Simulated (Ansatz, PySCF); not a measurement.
Complex: CH4 (SMILES C) (first 5 atoms) with C2H2 (SMILES C#C); geometry from B3LYP-D3(BJ)/def2-TZVP.
(charge 0, multiplicity 1):
```csv
atom,x (Å),y (Å),z (Å)
C,0.0093,0.2116,-0.5070
H,0.1602,0.3076,-1.5811
H,0.9668,0.0228,-0.0233
H,-0.4202,1.1361,-0.1218
H,-0.6693,-0.6188,-0.3136
C,0.1225,-0.3498,4.4140
C,-0.1487,-0.1810,3.2604
H,0.3664,-0.5000,5.4373
H,-0.3884,-0.0313,2.2359
```

Counterpoise-corrected where a basis set is named; no monomer relaxation. Rows marked so take none.

Frozen-core correlation. Rows in STO-3G carry no dispersion term and start afresh at each structure.

Programs: Ansatz (a program for electronic structure); PySCF for STO-3G rows, the dispersion terms. 

```json
[
 {"level": "HF/STO-3G (no counterpoise)", "interaction energy (kcal/mol)": "0.26"},
 {"level": "PBE-D4/def2-TZVPPD", "interaction energy (kcal/mol)": "-0.86"},
 {"level": "revPBE-D4/def2-TZVPPD", "interaction energy (kcal/mol)": "-0.70"},
 {"level": "B97M-V/def2-TZVPPD", "interaction energy (kcal/mol)": "-0.63"},
 {"level": "PBE0-D3(BJ)/def2-TZVPPD", "interaction energy (kcal/mol)": "-0.85"},
 {"level": "BHLYP-D4/def2-TZVPPD", "interaction energy (kcal/mol)": "-0.70"},
 {"level": "wB97X-V/def2-TZVPPD", "interaction energy (kcal/mol)": "-0.66"},
 {"level": "B2PLYP/def2-TZVPPD", "interaction energy (kcal/mol)": "-0.24"},
 {"level": "SCS-MP2/aug-cc-pVDZ", "interaction energy (kcal/mol)": "…"}
]
```

**Question.** Fill in the missing entries.

**Answer.** 
- SCS-MP2/aug-cc-pVDZ, interaction energy (kcal/mol): -0.33
